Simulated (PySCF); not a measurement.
Compound: C4H10NSi2 (doublet state).
Numbering: `[CH2:1]=[CH:2]/[CH:3]=[CH:4]\[N:5]([SiH2:6])[SiH3:7]` (hydrogens: H8, H9 on C1; H10 on C2; H11 on C3; H12 on C4; H13, H14 on Si6; H15, H16, H17 on Si7)

Level of theory: PBE0-D3(BJ)/def2-SVP geometry optimisation, gas phase in PySCF 2.14.0.

**Question.** Give the optimised bond lengths and angles.

**Answer.** 
```
                     bond  length (bohr)   order
                    C1=C2          2.537  double
                    C2–C3          2.736  single
                    C3=C4          2.556  double
                    C4–N5          2.644  single
                   N5–Si6          3.344  single
                   N5–Si7          3.348  single
                    C1–H8          2.068  single
                    C1–H9          2.064  single
                   C2–H10          2.077  single
                   C3–H11          2.068  single
                   C4–H12          2.076  single
         Si6–H13, Si6–H14          2.831  single
Si7–H15, Si7–H16, Si7–H17          2.819  single
```

Bonds in one row agree within 0.02 bohr and their mean is given. Orders are formal, as drawn. A selection of angles:
```
      angle  degrees
   C2–C1–H8    121.3
   C2–C1–H9    121.4
   H8–C1–H9    117.3
   C1–C2–C3    124.6
  C1–C2–H10    117.9
  C3–C2–H10    117.5
   C2–C3–C4    127.8
  C2–C3–H11    116.5
  C4–C3–H11    115.7
   C3–C4–N5    129.2
  C3–C4–H12    116.9
  N5–C4–H12    113.9
  C4–N5–Si6    123.7
  C4–N5–Si7    114.6
 Si6–N5–Si7    121.7
 N5–Si6–H13    108.0
 N5–Si6–H14    105.8
H13–Si6–H14    111.4
 N5–Si7–H15    108.2
 N5–Si7–H17    111.3
H15–Si7–H16    110.8
H15–Si7–H17    109.9
H16–Si7–H17    108.3
```

Torsions: C1–C2–C3–C4 -176° (antiperiplanar); C2–C3–C4–N5 6° (synperiplanar); C3–C4–N5–Si6 29° (synperiplanar). The mirror-image conformer, all signs reversed, is as good.

C3 (carbon bonded to 2 C and H) is planar (angles 127.8°, 116.5° and 115.7°, sum 360.0°, 0.01 Å off the plane of its three neighbours). N5 (nitrogen bonded to C and 2 Si) is planar (angles 123.7°, 121.7° and 114.6°, sum 360.0°, 0.01 Å off the plane of its three neighbours). C4 (carbon bonded to C, N and H) is planar (angles 129.2°, 116.9° and 113.9°, sum 360.0°, 0.00 Å off the plane of its three neighbours). C2 (carbon bonded to 2 C and H) is planar (angles 124.6°, 117.9° and 117.5°, sum 360.0°, 0.01 Å off the plane of its three neighbours). C1 (carbon bonded to C and 2 H) is planar (angles 121.4°, 121.3° and 117.3°, sum 360.0°, 0.00 Å off the plane of its three neighbours). Si6 (silicon bonded to N and 2 H) is pyramidal (angles 111.4°, 108.0° and 105.8°, sum 325.2°, 0.55 Å off the plane of its three neighbours). Si7 (silicon bonded to N and 3 H) is tetrahedral (angles from 108.2° to 111.3°).

Point group: C1 (no symmetry element, even within 0.4 Å). No PBE0-D3(BJ)/def2-SVP frequencies stand behind this structure, so it isn't proved a minimum. ⟨S²⟩ = 0.753 (exact for a doublet: 0.75). Torsions: C1–C2–C3–C4 -176°, C3–C4–N5–Si6 29°, C4–N5–Si6–H 38° and 157°.

Time: 2.3 min. Hardware: one thread of an x86-64 server, no GPU, on a shared host. This is the geometry optimisation.
